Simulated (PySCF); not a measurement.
C₈H₁₁ (doublet state).
Numbering: `[CH:1]1[CH2:2][CH:3]=[CH:4][C@@H:5]1[CH:6]1[CH2:7][CH2:8]1` (hydrogens: H9 on C1; H10, H11 on C2; H12 on C3; H13 on C4; H14 on C5; H15 on C6; H16, H17 on C7; H18, H19 on C8)

Structure used (GFN2-xTB), in Å, numbered top down from 1:
```
atom  x, y, z in Å
C1    -0.853   -0.015   -1.371
C2    -2.273    0.259   -1.052
C3    -2.355   -0.091    0.404
C4    -1.190   -0.498    0.880
C5    -0.112   -0.481   -0.171
C6     1.046    0.436    0.211
C7     2.393    0.243   -0.417
C8     2.184   -0.097    1.028
H9    -0.392    0.194   -2.316
H10   -2.562    1.304   -1.235
H11   -2.965   -0.350   -1.652
H12   -3.277   -0.005    0.954
H13   -0.980   -0.800    1.891
H14    0.309   -1.490   -0.313
H15    0.732    1.454    0.403
H16    2.978    1.117   -0.661
H17    2.515   -0.569   -1.118
H18    2.626    0.540    1.778
H19    2.165   -1.141    1.304
```

The hyperfine couplings belong to this conformer and change with its torsions.

The calculation used PySCF 2.14.0, UKS B3LYP, pcH-1 on C H, non-relativistic, mean-field spin-orbit, GIAO. The structure is a single GFN2-xTB conformer in the gas phase; no vibrational or solvent corrections. Couplings are sensitive to structure, and on GFN2-xTB geometries they can be far from those on DFT ones. No stability test was run, so a lower SCF solution isn't excluded.

The largest Mulliken spin populations are on C1 (+1.03), C2 (-0.09) and C5 (-0.08). C1 is the only atom above +0.15. The positive populations add up to 1.21 and the negative ones to -0.21, together 2S = 1. The angles at C1 add up to 359.7°, so it is planar; its axial dipolar tensor and the negative coupling of its proton fit spin in a p orbital normal to that plane.

(1) McConnell's relation a(H) = Q·ρ ties the coupling of a proton on a planar π carbon to the spin population of that carbon. What Q do the computed values give?

(2) List the C–H protons on four-coordinate carbons next to a three-coordinate spin centre, with their couplings and θ (C–H bond against the normal to the plane of the centre's neighbours, projected along the bond that joins the two).

Answers

(1) 
```tsv
H	C	ρ(C)	a(H) (G)	a/ρ (G)
H9	C1	+1.027	-22.37	-21.8
```

One proton gives one ratio, Q = -21.8 G, and no test of linearity. In every row coupling and population have opposite signs.

(2) 
```json
{"β H": "H10", "on": "C2", "centre": "C1", "θ (°)": "32", "cos²θ": "0.72", "a (G)": "+38.59"}
{"β H": "H11", "on": "C2", "centre": "C1", "θ (°)": "29", "cos²θ": "0.77", "a (G)": "+41.43"}
{"β H": "H14", "on": "C5", "centre": "C1", "θ (°)": "27", "cos²θ": "0.79", "a (G)": "+37.44"}
```

Couplings in gauss use g_iso = 2.0026.
